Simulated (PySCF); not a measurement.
# Computed properties of (1S)-1-bromo-1-chloroethane (C₂H₄BrCl), SMILES C[C@@H](Cl)Br

(1S)-1-bromo-1-chloroethane (C2H4BrCl), SMILES C[C@@H](Cl)Br. Geometry: PBE0-D3(BJ)/def2-SVP. The values are those of a single conformer. All values are computed for the isolated molecule unless a solvent is named; none is compared with measurement here.

**Structure.** All 18 harmonic modes at PBE0-D3(BJ)/def2-SVP (PySCF) are real, so it is a minimum. With heavy atoms numbered as in [CH3:1][C@@H:2]([Cl:3])[Br:4], the shortest bond between them is C1–C2 at 1.506 Å and the longest C2–Br4 at 1.950 Å.

**Vibrations.** The strongest infrared lines (harmonic, unscaled, degenerate partners summed) lie at 701 cm⁻¹ (74 km/mol, C 62 %, Cl 22 %, H 16 %), 1215 cm⁻¹ (44 km/mol, H 88 %, C 12 %), 1060 cm⁻¹ (38 km/mol, H 68 %, C 32 %). The softest mode is at 225 cm⁻¹ and the zero-point energy is 35.8 kcal/mol.

**Electronic structure.** CAM-B3LYP/def2-TZVP (PySCF) places the frontier levels at -9.52 and 0.55 eV, a gap of 10.07 eV, and gives a dipole moment of 2.03 D and a mean polarisability of 56.0 bohr³. PBE/def2-TZVP (PySCF) at the same geometry gives -6.85 and -1.60 eV, so its gap is 4.82 eV narrower. An orbital gap is neither the optical nor the fundamental gap.

**Excitations.** TDDFT-B3LYP/def2-SVPD (PySCF) has S1 at 5.76 eV (215 nm, f = 0.005, weak); the most intense of the 10 singlets computed lies at 7.91 eV (f = 0.06). T1 (TDA) is at 5.13 eV. TDDFT-PBE/def2-SVPD (PySCF) puts S1 at 5.49 eV. No vertical singlet excitation falls in the visible range (under 3.1 eV).

**NMR.** GIAO shifts at B3LYP/pcSseg-1 (PySCF) (non-relativistic, atoms alike by connectivity averaged): ¹³C from 38.5 to 85.7 ppm against TMS; ¹H from 2.2 to 6.2 ppm against TMS. Without spin–orbit terms, shifts of atoms bonded to Cl or Br come out too high.

**Solvation.** SMD-M06-2X/6-31G* (PySCF) gives -2.7 kcal/mol in water, -5.9 kcal/mol in ethylethanoate, -6.1 kcal/mol in N,N-dimethylformamide (1 M in both phases, gas-phase geometry).
